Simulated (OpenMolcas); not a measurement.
Worked example: vertical ionisation energy of C2H5InO (SMILES C[C](=O)[InH2])

The species is C2H5InO (9 atoms), meant as a singlet with charge 0. SMILES: `C[C](=O)[InH2]`. Geometry: relaxed at PBE0-D4/def2-TZVP.

Both states at this one shape; open shells run unrestricted unless said. 1 Eh = 27.2114 eV.

| level | program | singlet C2H5InO (Eh) | doublet C2H5InO+ (Eh) | HOMO of the first (eV) |
| --- | --- | --- | --- | --- |
| SVWN5/def2-SVP (core potential) | OpenMolcas | -342.812726 | -342.508707 | -5.13 |
| revPBE/def2-SVP (core potential) | OpenMolcas | -344.414464 | -344.120451 | -4.90 |

**Question.** Work out the vertical ionisation energy at each level.

**Answer.** 
1. SVWN5/def2-SVP (core potential): -342.508707 − (-342.812726) = 0.304019 Eh = 8.27 eV; −ε(HOMO) = 5.13 eV.
2. revPBE/def2-SVP (core potential): -344.120451 − (-344.414464) = 0.294013 Eh = 8.00 eV; −ε(HOMO) = 4.90 eV.

No measured value is set beside it here; the levels span 8.00 to 8.27 eV. In semi-local functionals −ε(HOMO) lies far under the ionisation energy, a result of self-interaction, while the difference of totals does much better. Spin-orbit coupling, which splits open shells on such heavy atoms by tenths of an eV, is left out.
